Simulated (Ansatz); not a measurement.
This geometry of a periodic cell of 17 atoms, AlSi$_{16}$ (host Si, host structure diamond, interstitial Al) is a first-order saddle point.

Computed with DFT PBE, scalar-relativistic, plane waves, PAW (Ansatz 0.2.0). Settings: PAW set soft_1, cutoff 420 eV, k mesh 2x2x2, gaussian smearing 0.02 eV, spin collinear.

```xyz
17
Lattice="0.0000 5.4300 5.4300 5.4300 0.0000 5.4300 5.4300 5.4300 0.0000" Properties=species:S:1:pos:R:3
Si 0.222 -0.222 0.219
Si 1.426 1.368 1.422
Si 2.650 2.782 0.009
Si 4.063 4.004 1.423
Si 2.828 0.115 2.821
Si 4.288 1.140 4.289
Si 5.313 2.602 2.825
Si 6.679 4.185 4.189
Si 0.012 2.780 2.647
Si 1.426 4.006 4.060
Si 2.650 5.418 2.646
Si 3.853 7.007 3.850
Si 2.827 2.607 5.313
Si 4.188 4.180 6.676
Si 5.212 5.645 5.213
Si 6.680 6.670 6.673
Al 7.463 8.822 7.468
```

(1) Which two structures does it join? (They come from a converged band through this point; their orientation in space is the band's.)

(2) How far does it lie above each of them?

Answers

(1) Contacts lost: Si1–Al17. Contacts made: Si12–Al17. The atom that moves furthest is Al17, by 2.35 Å.

Initial state:

```xyz
17
Lattice="0.0000 5.4300 5.4300 5.4300 0.0000 5.4300 5.4300 5.4300 0.0000" Properties=species:S:1:pos:R:3
Si -0.047 0.047 -0.047
Si 1.358 1.373 1.358
Si 2.729 2.701 -0.014
Si 4.057 4.072 1.358
Si 2.764 0.049 2.764
Si 4.075 1.358 4.073
Si 5.383 2.668 2.762
Si 6.788 4.073 4.088
Si -0.014 2.701 2.729
Si 1.358 4.072 4.057
Si 2.729 5.444 2.729
Si 4.072 6.787 4.072
Si 2.763 2.667 5.382
Si 4.088 4.073 6.788
Si 5.416 5.444 5.416
Si 6.788 6.772 6.787
Al 6.791 9.503 6.789
```

Final state:

```xyz
17
Lattice="0.0000 5.4300 5.4300 5.4300 0.0000 5.4300 5.4300 5.4300 0.0000" Properties=species:S:1:pos:R:3
Si 0.001 -0.002 -0.003
Si 1.345 1.342 1.342
Si 2.716 2.713 0.013
Si 4.088 4.085 1.342
Si 2.717 0.013 2.712
Si 4.087 1.342 4.084
Si 5.417 2.712 2.712
Si 6.742 4.118 4.117
Si 0.016 2.714 2.712
Si 1.345 4.085 4.084
Si 2.715 5.413 2.712
Si 4.121 6.738 4.117
Si 2.716 2.713 5.412
Si 4.122 4.119 6.736
Si 5.431 5.428 5.425
Si 6.740 6.737 6.736
Al 8.146 8.142 8.140
```

(2) 0.77 eV above the first and 0.77 eV above the second. This is the barrier of this one path; another mechanism may lie lower. Limits of this set-up: coarse k mesh.

Time of the run: 2.7 min on 2 threads of AMD EPYC 7B13 (Zen 3), with other jobs on the host, peak memory 1.6 GiB.
